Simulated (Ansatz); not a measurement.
`COB(N)Br` at its PBE0-D4/def2-TZVP geometry, where that method's forces vanish. Total charge 0; spin multiplicity 1.

```xyz
10

C    -1.3794    0.8430   -0.5515
O    -0.4684    0.3482    0.4057
B     0.6208   -0.3938    0.1092
N     1.4685   -0.8418    1.1214
Br    1.0577   -0.8715   -1.7363
H    -0.8838    1.5129   -1.2585
H    -1.8468    0.0283   -1.1099
H    -2.1479    1.3957   -0.0112
H     1.2934   -0.6270    2.0878
H     2.2859   -1.3940    0.9433
```

Question: What forces (eV/Å) does ωB97M-V/def2-TZVPP give on these atoms in the Gaussian-basis code of Ansatz? (Best estimate.)

Answer: Ansatz gave: 
```
C1  -0.237  0.131 -0.237
O2   0.064 -0.021  0.196
B3   0.036 -0.027 -0.029
N4   0.082 -0.043  0.093
Br5 -0.001 -0.004 -0.053
H6  -0.041 -0.060  0.063
H7   0.042  0.070  0.050
H8   0.069 -0.051 -0.059
H9   0.005 -0.006 -0.033
H10 -0.018  0.013  0.008
```
